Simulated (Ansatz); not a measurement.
An input meant for the cluster Be11⁻ (charge -1, doublet; atoms displaced at random, 0.03 Å in each coordinate).

```yaml
crystal:
  periodic: [false, false, false]
  atoms:
    - {symbol: Be, position_ang: [2.321777, -0.376617, 0.629772]}
    - {symbol: Be, position_ang: [0.454657, 0.896216, 0.744404]}
    - {symbol: Be, position_ang: [-1.952201, 0.290748, -0.523724]}
    - {symbol: Be, position_ang: [-0.936847, -1.469562, 0.014793]}
    - {symbol: Be, position_ang: [-0.196324, -0.498407, -1.683788]}
    - {symbol: Be, position_ang: [-1.418544, 1.836956, 0.658974]}
    - {symbol: Be, position_ang: [-1.186905, -0.037317, 1.562981]}
    - {symbol: Be, position_ang: [1.170153, -1.609803, -0.456642]}
    - {symbol: Be, position_ang: [0.573213, -1.140317, 1.430027]}
    - {symbol: Be, position_ang: [-0.380608, 1.618240, -1.184382]}
    - {symbol: Be, position_ang: [1.461131, 0.594679, -1.091306]}
basis:
  gaussian: {orbitals: pcseg-2, fitting: {mean_field: def2-universal-jkfit}}
total_charge: 2
magnetization: {spin_polarized: true, initial_magnetization: 0}
hamiltonian: {xc: {name: B97}}
output: {forces: true}
```

```sh
$ ansatz run in.yaml --threads 4 --pin off --events-out ev --progress --plain --max-ram 4787MiB
```

It prints (some lines left out):

```
Functional definition: B97
561 factors; integrals over basis functions are off by at most 3.2e-1 eV
mean field evaluation 1: about -4370.2282 eV, gradient 5.2e1 eV
mean field evaluation 2: about -4295.8791 eV, gradient 9.3e1 eV
mean field evaluation 4: about -4377.2457 eV, gradient 4.0e1 eV
mean field evaluation 8: about -4391.9214 eV, gradient 3.2e0 eV
mean field evaluation 16: about -4392.2202 eV, gradient 7.3e-1 eV
mean field evaluation 32: about -4392.4453 eV, gradient 4.1e-3 eV
mean field evaluation 64: about -4392.1775 eV, gradient 2.1e0 eV
mean field -4392.44527671 eV, -161.4193866128 hartree, gradient 6.6e-7 eV, S^2 1.030195; 10 other end points of the search recorded, 0 dependent functions left out
reference -4392.44532658 eV, -161.4193884454 hartree; 21, 21 occupied and 144, 144 virtual orbitals, 561 factors
Total energy: -4392.44532658 eV, -161.4193884454 hartree
Atom 0 at     2.321777    -0.376617     0.629772 Å, force     0.132534     0.600607     0.317219 eV/Å
Atom 1 at     0.454657     0.896216     0.744404 Å, force     0.879355     0.869793     0.686521 eV/Å
Atom 2 at    -1.952201     0.290748    -0.523724 Å, force    -0.135204    -0.501177    -0.663095 eV/Å
Atom 3 at    -0.936847    -1.469562     0.014793 Å, force    -0.351538    -0.309976    -0.064756 eV/Å
Atom 4 at    -0.196324    -0.498407    -1.683788 Å, force    -0.252362     0.068753    -0.257640 eV/Å
Atom 5 at    -1.418544     1.836956     0.658974 Å, force     0.154730     0.692229     0.105258 eV/Å
Atom 6 at    -1.186905    -0.037317     1.562981 Å, force    -0.028256    -0.484287     0.278143 eV/Å
Atom 7 at     1.170153    -1.609803    -0.456642 Å, force    -0.299412    -0.468761    -0.626712 eV/Å
Atom 8 at     0.573213    -1.140317     1.430027 Å, force    -0.068969    -0.527616     0.760496 eV/Å
Atom 9 at    -0.380608     1.618240    -1.184382 Å, force    -0.004727    -0.156676    -0.251634 eV/Å
Atom 10 at     1.461131     0.594679    -1.091306 Å, force    -0.026150     0.217111    -0.283799 eV/Å
Dipole moment:     0.098903     0.190235     0.112002 e Å
```

Something in this input is off. What?

The charge is far from what the species holds (2 typed, -1 meant). Self-consistency was reached. The result belongs to that input, not to the species as meant. The unrestricted singlet has broken spin symmetry (⟨S²⟩ up to 1.03).
